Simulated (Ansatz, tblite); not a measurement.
Removing an electron: Al4⁻. Charge -1, multiplicity 2. Geometry: PBE-D4/def2-TZVPD. Ansatz, gas phase; energy differences of separate SCF runs; the oxidised species is a triplet (the singlet lies 0.40 eV higher at PBE0-D4/def2-TZVPD).

```xyz
4

Al    1.393    0.239    0.758
Al   -1.393   -0.239   -0.758
Al    0.878   -1.358   -1.184
Al   -0.878    1.358    1.184
```

The xTB rows come from tblite. The structure comes from a short search, and lower isomers may exist.

```csv
level,−HOMO (eV),vertical IE (eV),−LUMO (eV),HOMO–LUMO gap (eV)
GFN1-xTB,–,4.38,–,–
GFN2-xTB,–,3.72,–,–
PBE-D4/def2-TZVPD,0.08,2.15,-0.26,0.34
r2SCAN-D4/def2-TZVPD,0.26,2.22,-0.51,0.77
PBE0-D4/def2-TZVPD,0.78,2.13,-0.90,1.68
```

  HOMO and LUMO are the levels of the spin that leaves or enters (xTB has no such levels and no spin-polarisation term). Other spin states of the ions may lie lower, which would lower the ionisation energy or raise the affinity. Raw xTB energy differences between charge states are shifted by several eV; the methods need an empirical correction for them.
